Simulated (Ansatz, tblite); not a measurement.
Isomers of Zn3S3 (singlet), found by a short tight-binding search and relaxed with PBE0-D4/def2-SVP in Ansatz.

The xTB rows come from tblite. Correlated methods freeze 42 core orbitals.

Run but left out: HF/def2-SVP (C: restricted singlet, unstable towards broken spin symmetry); BHLYP-D4/def2-TZVP (C: restricted singlet, unstable in another Hartree–Fock run and untested here).

C: The restricted singlet is unstable towards broken spin symmetry in Hartree–Fock (as tested in another run); at LDA (SPW92)/def2-TZVP, PBE-D4/def2-TZVP, r2SCAN-D4/def2-TZVP, PBE0-D4/def2-TZVP this wasn't settled. At CCSD(T)/def2-SVP the restricted singlet (for correlated methods, its reference) is unstable: a solution with broken spin symmetry lies lower.

Other spin states weren't relaxed.

A:

```xyz
6

Zn    1.354    0.051   -0.928
Zn    0.064   -0.640    1.511
Zn   -1.418    0.589   -0.583
S    -0.097    0.967   -2.282
S     2.142   -0.888    0.881
S    -2.045   -0.078    1.401
```

B:

```xyz
6

Zn   -0.4433   -0.5708    0.4268
Zn    1.6899    0.9538    0.0976
Zn   -2.4102   -2.1383    0.9645
S     1.3296   -0.4284    1.7476
S    -0.9545    0.4695   -1.4846
S     0.7885    1.7142   -1.7519
```

C:

Cartesian coordinates in Å:
```
Zn 1.389 0.164 -0.565
Zn -2.043 -0.627 -0.359
Zn -0.011 -0.752 -2.312
S 0.071 1.863 0.209
S 0.832 -1.181 1.197
S -0.238 0.534 1.830
```

Q: Estimate which lies lowest at each level, and how far above it the others are (eV).

A: 
| level | A | B | C |
| --- | --- | --- | --- |
| GFN1-xTB | 0.04 | 0.49 | 0.00 |
| GFN2-xTB | 0.00 | 0.98 | 0.97 |
| LDA (SPW92)/def2-TZVP | 0.00 | 2.54 | 4.37 |
| PBE-D4/def2-TZVP | 0.00 | 2.32 | 4.04 |
| r2SCAN-D4/def2-TZVP | 0.00 | 2.73 | 4.82 |
| PBE0-D4/def2-TZVP | 0.00 | 2.60 | 4.55 |
| MP2/def2-SVP | 0.00 | 3.03 | 5.49 |
| CCSD/def2-SVP | 0.00 | 2.74 | 5.11 |
| CCSD(T)/def2-SVP | 0.00 | 2.72 | 5.00 |
Point groups (tolerance 0.1 Å): A D3h, B Cs, C Cs. Lower isomers may exist.
